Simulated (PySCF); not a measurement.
## Spinor energies of Cl²⁺ (chlorine, charge +2)

Start: [Ne] 3s2 3p3; 3p1/2 filled at m_j = -1/2, +1/2; 3p3/2 filled at m_j = +3/2. Calculated with PySCF 2.14 in x2c-QZVPPall-2c: generalised Hartree-Fock with the X2C-1e Hamiltonian and a Gaussian nucleus; one run each with spin-orbit coupling (SO) switched off, then screened by Boettger's factors.

```tsv
spinor shell	electrons	ε, spin-free (eV)	ε, screened SO (eV)	weight of nominal j (screened SO)	rms radius, screened SO (bohr)
1s1/2	2	-2892.5	-2892.5	1.000	0.105
2s1/2	2	-318.01	-318.01	1.000	0.478
2p1/2	2	-247.14	-248.81	0.821	0.449
3s1/2	2	-52.247	-52.247	1.000	1.56
3p1/2	2	-39.694	-39.725	0.515	1.72
3p3/2	1	-39.694	-39.631	1.000	1.72
```

(1) Where does 2p3/2 lie, and what is the 2p spin-orbit splitting (screened SO)?

```tsv
quantity	spin-free	screened SO
E (hartree)	-459.64150	-459.64240
M_J	3/2	3/2
⟨J²⟩	3.751	3.751
⟨L²⟩	0.000	0.001
⟨S²⟩	3.751	3.749
```

Each row is a mean over spinors that exchange with the open shell spreads, by up to 10.955 eV (3s1/2).

Rows whose weight is well below 1 are mixtures of j = l ± 1/2: exchange outweighs spin-orbit coupling there, and the label is only the starting occupation.

Without spin-orbit coupling the j labels of p, d and f shells carry no meaning; the spin-free column gives the mean over the occupied spinors of each nl shell.

## Answers

(1) At -246.31 eV, 2.504 eV above 2p1/2.
